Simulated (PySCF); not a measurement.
# Electrostatic potential from atomic charges

Species: `CS[SiH2]N(C)C`. Coordinates (PBE0-D3(BJ)/def2-SVP, Å) and charges (e) from the PBE0/pcSseg-1 density (PySCF):

| atom | x | y | z | Mulliken | IAO | Hirshfeld | ESP-fitted |
| --- | --- | --- | --- | --- | --- | --- | --- |
| C1 | 3.337 | 0.033 | 0.630 | -0.4125 | -0.4913 | -0.1164 | -0.2242 |
| S2 | 1.760 | -0.002 | 1.541 | -0.3129 | -0.1945 | -0.0992 | -0.3179 |
| Si3 | 0.405 | -0.672 | 0.015 | +0.7299 | +0.7942 | +0.3329 | +0.4299 |
| N4 | -1.125 | 0.080 | 0.278 | -0.7955 | -0.4946 | -0.1690 | -0.0718 |
| C5 | -2.377 | -0.628 | 0.216 | -0.0691 | -0.2875 | -0.0655 | -0.3562 |
| C6 | -1.245 | 1.513 | 0.383 | -0.0741 | -0.2938 | -0.0694 | -0.2639 |
| H7 | 3.718 | -0.979 | 0.441 | +0.1547 | +0.1523 | +0.0440 | +0.1075 |
| H8 | 4.056 | 0.567 | 1.266 | +0.1594 | +0.1665 | +0.0499 | +0.1454 |
| H9 | 3.236 | 0.572 | -0.323 | +0.1553 | +0.1516 | +0.0425 | +0.0964 |
| H10 | 0.144 | -2.142 | 0.040 | -0.1021 | -0.1342 | -0.0807 | -0.0941 |
| H11 | 1.095 | -0.327 | -1.275 | -0.1096 | -0.1606 | -0.0901 | -0.1048 |
| H12 | -2.208 | -1.714 | 0.183 | +0.1188 | +0.1439 | +0.0447 | +0.1263 |
| H13 | -2.973 | -0.355 | -0.677 | +0.1046 | +0.1204 | +0.0331 | +0.1128 |
| H14 | -3.001 | -0.413 | 1.104 | +0.1089 | +0.1287 | +0.0371 | +0.1207 |
| H15 | -0.259 | 1.968 | 0.560 | +0.1295 | +0.1476 | +0.0354 | +0.1012 |
| H16 | -1.680 | 1.970 | -0.529 | +0.1045 | +0.1197 | +0.0324 | +0.0885 |
| H17 | -1.891 | 1.794 | 1.235 | +0.1104 | +0.1316 | +0.0387 | +0.1043 |

Points outside the species (Å): A (3.5, -1.6, -5.5); B (-0.6, -1.5, -3.9); C (-4.6, 6.6, 5.6); D (6.9, -0.4, 3.4); E (5.0, -3.2, 2.7).

Find the potential V = 14.3996 V·Å × Σ q/r of each set of charges at these points.

In volts:

```json
{"point": "A", "nearest atom": "H11", "distance (Å)": "5.03", "Mulliken": "+0.051", "IAO": "+0.028", "Hirshfeld": "-0.007", "ESP-fitted": "+0.026"}
{"point": "B", "nearest atom": "H11", "distance (Å)": "3.34", "Mulliken": "+0.042", "IAO": "+0.029", "Hirshfeld": "-0.014", "ESP-fitted": "+0.025"}
{"point": "C", "nearest atom": "H17", "distance (Å)": "7.03", "Mulliken": "-0.004", "IAO": "-0.011", "Hirshfeld": "+0.002", "ESP-fitted": "-0.007"}
{"point": "D", "nearest atom": "H8", "distance (Å)": "3.68", "Mulliken": "-0.070", "IAO": "-0.031", "Hirshfeld": "-0.002", "ESP-fitted": "+0.015"}
{"point": "E", "nearest atom": "H7", "distance (Å)": "3.42", "Mulliken": "-0.115", "IAO": "-0.046", "Hirshfeld": "-0.015", "ESP-fitted": "-0.062"}
```

How far are the other sets from the ESP-fitted one at these points?

Root-mean-square difference: IAO 0.022 V, Hirshfeld 0.032 V, Mulliken 0.047 V. The ESP scheme is a least-squares fit of atom-centred charges to the potential on four shells outside the van der Waals surface, with the total charge fixed.

What energy would a point charge of +3 e have at E in the field of the ESP charges, leaving out polarisation?

-0.185 eV = -17.9 kJ/mol, an attraction.

The structure is a single PBE0-D3(BJ)/def2-SVP conformer in the gas phase; no vibrational or solvent corrections.

Shape of the structure used: `[CH3:1][S:2][SiH2:3][N:4]([CH3:5])[CH3:6]`: C1–S2–Si3–N4 -146°, S2–Si3–N4–C5 -135°.
